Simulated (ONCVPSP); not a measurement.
# Cutoff test, aluminium (Al), ONCV

* Element: aluminium
* Generator: ONCVPSP 4.0.1
* Type: optimised norm-conserving Vanderbilt (ONCV)
* Functional: PW91
* Relativity: scalar-relativistic
* Frozen core: [Ne]
* Valence charge: 3
* Reference configuration: 3s2 3p1
* Partial waves: 3s: rc 1.85 bohr, ncon 4, nbas 7, qcut 3.6 1/bohr, 2 projectors, debl 2.8 Ha; 3p: rc 2.65 bohr, ncon 4, nbas 8, qcut 2.9 1/bohr, 2 projectors, debl 3.8 Ha
* Local potential: polynomial inside 1.35 bohr (lpopt 3, dvloc0 4 Ha)
* Core correction: Teter function, fcfact 2.75, rcfact 1.7

Problem. For each optimised wave give the share of its norm inside rc, the residual kinetic energy above qcut (Ha) and the cutoffs (Ha) for errors of 10, 1, 0.1 and 0.01 mHa per electron.

Solution.

| wave | norm inside rc | residual KE | 10 mHa | 1 mHa | 0.1 mHa | 0.01 mHa |
| --- | --- | --- | --- | --- | --- | --- |
| 3s | 0.261 | 3.6e-04 | 3.5 | 5.6 | 10.9 | 26.2 |
| s projector 2 | 0.125 | 1.9e-02 | 7.0 | 14.5 | 44.5 | 53.8 |
| 3p | 0.346 | 2.2e-05 | 1.3 | 2.1 | 2.8 | 9.4 |
| p projector 2 | 0.215 | 3.8e-01 | 7.2 | 9.9 | 14.5 | 37.1 |

The occupied waves need 5.6 Ha and 11 Ha for 1 and 0.1 mHa. The cutoffs count occupied waves only; projector 2 of the s channel, the hardest unoccupied one, needs 14 Ha at the loose tolerance.
